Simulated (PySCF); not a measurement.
Basis and Hamiltonian dependence of the excitation energy of B²⁺

B²⁺ [He] 2s1 (2S) → B²⁺ [He] 2p1 (2P). Calculated with PySCF 2.14 from differences of total energies of unrestricted determinants, without spin-orbit coupling. Values in eV.

| basis | Hamiltonian | functions | UHF | PBE | PBE0 | CCSD(T) (valence and next inner shell) |
| --- | --- | --- | --- | --- | --- | --- |
| aug-cc-pVDZ-DK | spin-free X2C | 23 | 6.098 | 5.357 | 5.547 | n/a |
| aug-cc-pwCVDZ | non-relativistic | 27 | 6.154 | 5.435 | 5.617 | 6.139 |
| ANO-RCC-VTZP | spin-free X2C | 30 | 6.082 | 5.343 | 5.529 | 6.038 |
| def2-TZVPPD | non-relativistic | 37 | 6.044 | 5.288 | 5.478 | 6.021 |
| x2c-TZVPPall with one added diffuse shell each of s, p, d type | spin-free X2C | 40 | 6.053 | 5.297 | 5.488 | 6.030 |
| dyall-av2z | non-relativistic | 42 | 6.038 | 5.285 | 5.473 | n/a |
| aug-cc-pVTZ-DK | spin-free X2C | 46 | 6.080 | 5.330 | 5.519 | n/a |
| aug-cc-pVTZ with one added diffuse shell each of s, p, d, f type | non-relativistic | 62 | 6.071 | 5.322 | 5.510 | n/a |
| def2-QZVPPD | non-relativistic | 63 | 6.047 | 5.296 | 5.485 | 6.003 |
| dyall-av3z | spin-free X2C | 71 | 6.055 | 5.307 | 5.495 | n/a |
| dyall-acv3z | non-relativistic | 76 | 6.046 | 5.298 | 5.486 | 6.032 |
| aug-cc-pVQZ-DK | spin-free X2C | 80 | 6.060 | 5.307 | 5.497 | n/a |
| aug-cc-pVQZ with one added diffuse shell each of s, p, d, f, g type | non-relativistic | 105 | 6.051 | 5.299 | 5.489 | n/a |

Q: Estimate the row for aug-cc-pCVTZ-DK with one added diffuse shell each of s, p, d, f type (spin-free X2C, 75 functions).

A: From the rows with the same Hamiltonian and similar size; the calculation gives UHF 6.08; PBE 5.33; PBE0 5.51; CCSD(T) (valence and next inner shell) 6.06 (eV).

Frozen in the all-electron rows: valence: 1s2; valence and next inner shell: nothing.
